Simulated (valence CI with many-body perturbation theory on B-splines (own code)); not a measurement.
Values are calculated unless marked as measured or tabulated.
## A CI+MBPT run for Os³⁷⁺

Method: relativistic CI+MBPT: three valence electrons over a frozen Dirac-Fock core [Kr], a basis of 7 s, 7 p, 5 d, 2 f functions for each j, with the one-electron correlation potential Σ1 (screened to all orders), the two-electron term Σ2, the three-electron term Σ3, Breit, model QED; selected single and double excitations, second order for the rest, scaled by the run's own slope (own B-spline code, finite nucleus).

Command, and the settings that its task file holds:

```sh
python run_cv.py task.json out
```

```
atom Os  Z=76  mass_number=192  rms_radius_fm=5.4126
core [Kr]
valence 4d3
avg = 1
basis = S
breit = 1
cap = 10000
capref = 1200
cscale = 1
de = 0.0
dress = 0
eps = 2e-08
extrap = 1
h = 0.27
hh = 1
l2 = 3
lcore = 6
maxit = 60
n2 = 5
natural = 1
nlev = 20
nno = [4, 4, 3, 0, 0]
nroot = 26
nsp = [3, 3, 2, 2, 0]
pt2 = 1
qed = 1
rpa = 1
s1 = 1
s2 = 1
s3 = 1
screen = 1
tol = 2e-05
whole = 1
```

It took 26 s on 1 thread of Arm Neoverse V2, with other jobs on the host.

Log. The first blocks belong to the next ion, which gives the ionisation energy. Fields: 2J, parity (1 odd), roots, reference size, generating configurations, candidates as configurations/state functions, variational space P, stored matrix elements, Davidson steps; e2 is the range of second-order energies in hartree. The first line gives the box (bohr), its intervals, the orbitals and the steps of their self-consistent field. Window is the range of levels sought, series limit the energy at which the first omitted orbital would enter, core excitation an estimate of the first excitation out of the core, left out the lowest levels not solved, and shifts from estimates the range by which levels moved from their first estimate, all in cm⁻¹.

```
rmax 3.9 intervals 58 orbitals 35 references ['4d3', '4d2 4f', '4d 4f2', '4d2 5s', '4d2 5p'] scf 3 t 1.1
2J=4 par=0 roots 2 ref 42 generators 3 cand 212/212 P 208/208 nnz 0 it 0
2J=4 par=0 roots 2 ref 42 generators 6 cand 46/46 P 227/227 nnz 0 it 0
   second order: generators 8 cand 27/27 e2 -0.00000 -0.00000
2J=0 par=0 roots 2 ref 17 generators 4 cand 103/103 P 115/115 nnz 0 it 0
2J=0 par=0 roots 2 ref 17 generators 4 cand 5/5 P 119/119 nnz 0 it 0
   second order: generators 6 cand 1/1 e2 -0.00000 -0.00000
2J=6 par=0 roots 2 ref 32 generators 2 cand 131/131 P 80/80 nnz 0 it 0
2J=6 par=0 roots 2 ref 32 generators 4 cand 83/83 P 90/90 nnz 0 it 0
   second order: generators 6 cand 73/73 e2 -0.00000 -0.00000
reference levels 496, estimated 19, window 582272 1/cm; series limit 8193418, core excitation 1325168
2J=3 par=0 roots 5 ref 38 generators 7 cand 724/1483 P 463/1094 nnz 0 it 0
2J=3 par=0 roots 5 ref 38 generators 10 cand 630/1271 P 548/1318 nnz 0 it 4
   second order: generators 10 cand 545/1047 e2 -0.00000 -0.00000
2J=5 par=0 roots 5 ref 44 generators 5 cand 804/1885 P 451/1171 nnz 0 it 0
2J=5 par=0 roots 5 ref 44 generators 8 cand 690/1613 P 552/1472 nnz 0 it 4
   second order: generators 9 cand 589/1312 e2 -0.00000 -0.00000
2J=7 par=0 roots 3 ref 38 generators 2 cand 267/521 P 389/902 nnz 0 it 0
2J=7 par=0 roots 3 ref 38 generators 6 cand 688/1600 P 464/1097 nnz 0 it 0
   second order: generators 7 cand 613/1405 e2 -0.00000 -0.00000
2J=9 par=0 roots 3 ref 31 generators 3 cand 178/264 P 295/618 nnz 0 it 0
2J=9 par=0 roots 3 ref 31 generators 8 cand 600/1177 P 341/730 nnz 0 it 0
   second order: generators 9 cand 554/1065 e2 -0.00000 -0.00000
2J=1 par=0 roots 2 ref 21 generators 3 cand 592/878 P 398/616 nnz 0 it 0
2J=1 par=0 roots 2 ref 21 generators 6 cand 497/724 P 475/747 nnz 0 it 0
   second order: generators 7 cand 420/593 e2 -0.00000 -0.00000
2J=11 par=0 roots 1 ref 19 generators 1 cand 113/146 P 154/279 nnz 0 it 0
2J=11 par=0 roots 1 ref 19 generators 3 cand 431/724 P 183/346 nnz 0 it 0
   second order: generators 4 cand 402/657 e2 -0.00000 -0.00000
left out: unestimated 1730697, estimated none, shifts from estimates -2 to 0
operators 2.2
```

The Davidson iterations converged.

No measured spectrum was set against this ion. As an estimate, large intervals hold to a few tenths of a per cent, small ones and those within an open d or f shell to about a per cent. Only levels of the ground parity were solved; by the run's estimate the other parity begins above the list, which can be wrong where configurations are misplaced.

* Valence energy: -189.6907 hartree
* Ionisation energy: 1662.1 eV (NIST: 1660 ± 4 eV (theoretical))
* Reference configurations for the orbitals: 4d3, 4d2 4f, 4d 4f2, 4d2 5s, 4d2 5p
* Radial orbitals: 35
* Box radius: 3.93 bohr
* Largest variational space: 1472
* Lowest levels: (4d3/2^3) J=3/2 0, (4d3/2^2 4d5/2) J=5/2 [a] 142950, (4d3/2^2 4d5/2) J=3/2 163340, (4d3/2^2 4d5/2) J=7/2 176210, (4d3/2^2 4d5/2) J=9/2 178870, (4d3/2^2 4d5/2) J=1/2 180470, (4d3/2^2 4d5/2) J=5/2 [b] 249660, (4d3/2 4d5/2^2) J=7/2 [a] 316950, (4d3/2 4d5/2^2) J=9/2 331860, (4d3/2 4d5/2^2) J=3/2 [a] 346300, (4d3/2 4d5/2^2) J=1/2 356090, (4d3/2 4d5/2^2) J=5/2 [a] 361950, (4d3/2 4d5/2^2) J=11/2 364120, (4d3/2 4d5/2^2) J=5/2 [b] 387060 cm⁻¹

Levels are named by their leading jj configuration (3d3/2^4 stands for four electrons in 3d with j = 3/2), which in mixed levels can hold well under half, so a name can repeat and another be missing. Letters in brackets count levels of one name in rising energy.
